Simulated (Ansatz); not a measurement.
Input for Ansatz (a program for electronic structure): R-RI-MP2/aug-cc-pVQZ on FH4N (a complex), monomers drawn apart or pushed together. Files ending in .json are basis or fitting sets from the Basis Set Exchange.

Ansatz 0.2 input:
```yaml
crystal:
  periodic: [false, false, false]
  atoms:
    - {symbol: N, position_ang: [0.03820228, 0.17655272, 0.30490449]}
    - {symbol: H, position_ang: [-0.23874454, -0.74046460, -0.02745915]}
    - {symbol: H, position_ang: [-0.60024194, 0.85723204, -0.09151782]}
    - {symbol: H, position_ang: [0.96518207, 0.37179989, -0.05658345]}
    - {symbol: F, position_ang: [0.00747529, 0.28541052, 3.19202727]}
    - {symbol: H, position_ang: [0.01771597, 0.24915862, 2.23056273]}
basis:
  gaussian:
    orbitals: aug-cc-pVQZ
    fitting: {mean_field: def2-universal-JKFIT, correlation: aug-cc-pVQZ-RIFIT.json}
magnetization: {spin_polarized: false}
correlation: {method: mp2, electrons: outside_noble_gas}
scf: {lower_state_search: off}
```

Problem. Predict the final total energy.

Solution. -156.8654 hartree.
